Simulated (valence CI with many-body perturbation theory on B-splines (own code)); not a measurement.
Results of a calculation; reference values are marked as such.
# Level structure of Eu32+

Method: configuration interaction combined with many-body perturbation theory (CI+MBPT): three valence electrons over a frozen Dirac-Fock core [Ar] 3d10, radial functions for each j: 9 s, 9 p, 8 d, 6 f, 3 g, 1 h, with the one-electron correlation potential Σ1 (screened to all orders), the two-electron term Σ2, the three-electron term Σ3, Breit, model QED; selected single and double excitations, second order for the rest, scaled by the run's own slope (own B-spline code, finite nucleus).

No measured spectrum was set against this ion. As an estimate, large intervals hold to a few tenths of a per cent, small ones and those within an open d or f shell to about a per cent.

Levels 1 to 36 of 36, with energies above the lowest level, (4s^2 4p1/2) J=1/2. "Leading %" is the weight of the configuration and term that name the level; weights of strongly mixed levels are sums over their largest components and can fall short, so below about 35 % the name and the second component can differ from the true leading terms, or belong to a minority configuration. In the jj column 3d3/2^4 stands for four electrons in 3d with j = 3/2.

```tsv
No.	Configuration	Term	J	E (cm⁻¹)	Leading %	Second component	Leading jj
1	4s2 4p	2P°	1/2	0	99		4s^2 4p1/2 (99 %)
2	4s2 4p	2P°	3/2	331870	99		4s^2 4p3/2 (99 %)
3	4s 4p2	4P	1/2	563380	67	24 % 4s 4p2 2S	4s 4p1/2^2 (94 %)
4	4s 4p2	4P	3/2	821480	93	5 % 4s 4p2 2D	4s 4p1/2 4p3/2 (98 %)
5	4s 4p2	2D	5/2	871450	51	48 % 4s 4p2 4P	4s 4p1/2 4p3/2 (96 %)
6	4s 4p2	2D	3/2	946150	70	23 % 4s 4p2 2P	4s 4p1/2 4p3/2 (93 %)
7	4s 4p2	2P	1/2	971240	71	22 % 4s 4p2 4P	4s 4p1/2 4p3/2 (92 %)
8	4s 4p2	4P	5/2	1176900	50	42 % 4s 4p2 2D	4s 4p3/2^2 (91 %)
9	4s2 4d	2D	3/2	1283200	47	45 % 4s 4p2 2P	4s^2 4d3/2 (47 %)
10	4s 4p2	2S	1/2	1303700	69	18 % 4s 4p2 2P	4s 4p3/2^2 (96 %)
11	4s2 4d	2D	3/2	1357400	48	29 % 4s 4p2 2P	4s 4p3/2^2 (50 %)
12	4s2 4d	2D	5/2	1397000	91	7 % 4s 4p2 2D	4s^2 4d5/2 (91 %)
13	4p3	2P°	3/2	1523500	42	28 % 4p3 2D°	4p1/2^2 4p3/2 (93 %)
14	4s 4p 4d	4F°	3/2	1755300	75	15 % 4s 4p 4d 2D°	4s 4p1/2 4d3/2 (92 %)
15	4p3	2D°	5/2	1777600	30	30 % 4s 4p 4d 4F°	4s 4p1/2 4d3/2 (65 %)
16	4p3	4S°	3/2	1804000	48	31 % 4p3 2D°	4p1/2 4p3/2^2 (79 %)
17	4s 4p 4d	4F°	5/2	1829600	42	42 % 4p3 2D°	4p1/2 4p3/2^2 (42 %)
18	4s 4p 4d	4D°	1/2	1876700	68	23 % 4s 4p 4d 2P°	4s 4p1/2 4d3/2 (93 %)
19	4s 4p 4d	4D°	3/2	1878700	48	28 % 4s 4p 4d 4P°	4s 4p1/2 4d3/2 (69 %)
20	4s 4p 4d	4P°	5/2	1889600	49	24 % 4s 4p 4d 4D°	4s 4p1/2 4d5/2 (87 %)
21	4p3	2P°	1/2	1894000	92	6 % 4s 4p 4d 2P°	4p1/2 4p3/2^2 (92 %)
22	4s 4p 4d	4F°	7/2	1896400	61	20 % 4s 4p 4d 4D°	4s 4p1/2 4d5/2 (89 %)
23	4s 4p 4d	2F°	5/2	1974300	71	11 % 4p3 2D°	4s 4p1/2 4d5/2 (70 %)
24	4s 4p 4d	2D°	3/2	2004400	40	37 % 4s 4p 4d 2P°	4s 4p1/2 4d5/2 (56 %)
25	4s 4p 4d	4D°	3/2	2134000	23	18 % 4s 4p 4d 4P°	4s 4p3/2 4d3/2 (62 %)
26	4s 4p 4d	4D°	5/2	2143000	55	16 % 4s 4p 4d 4F°	4s 4p3/2 4d3/2 (92 %)
27	4s 4p 4d	4P°	1/2	2143900	88	11 % 4s 4p 4d 4D°	4s 4p3/2 4d3/2 (98 %)
28	4s 4p 4d	4F°	9/2	2145300	100		4s 4p3/2 4d5/2 (100 %)
29	4s 4p 4d	4D°	7/2	2153500	51	33 % 4s 4p 4d 4F°	4s 4p3/2 4d3/2 (64 %)
30	4s 4p 4d	4P°	3/2	2162200	34	20 % 4p3 2P°	4s 4p3/2 4d3/2 (36 %)
31	4s 4p 4d	2D°	3/2	2218700	66	16 % 4s 4p 4d 4P°	4s 4p3/2 4d3/2 (58 %)
32	4s 4p 4d	2D°	5/2	2220000	48	36 % 4s 4p 4d 4P°	4s 4p3/2 4d5/2 (97 %)
33	4s 4p 4d	2F°	5/2	2251300	64	20 % 4s2 4f 2F°	4s 4p3/2 4d3/2 (73 %)
34	4s 4p 4d	2F°	7/2	2274000	91	7 % 4s 4p 4d 4D°	4s 4p3/2 4d5/2 (74 %)
35	4s 4p 4d	2F°	7/2	2279300	55	20 % 4s 4p 4d 4D°	4s 4p3/2 4d5/2 (76 %)
36	4s 4p 4d	2P°	1/2	2290900	78	17 % 4s 4p 4d 4D°	4s 4p3/2 4d3/2 (83 %)
```

Where two levels of one J and parity lie close, their mixing, g and order are uncertain.

The ionisation energy to 4s2 1S_0 of the next ion comes out as 1298 eV (NIST: 1296 ± 4 eV (theoretical)). All 36 levels together are meant to be complete up to 2307400 cm⁻¹.
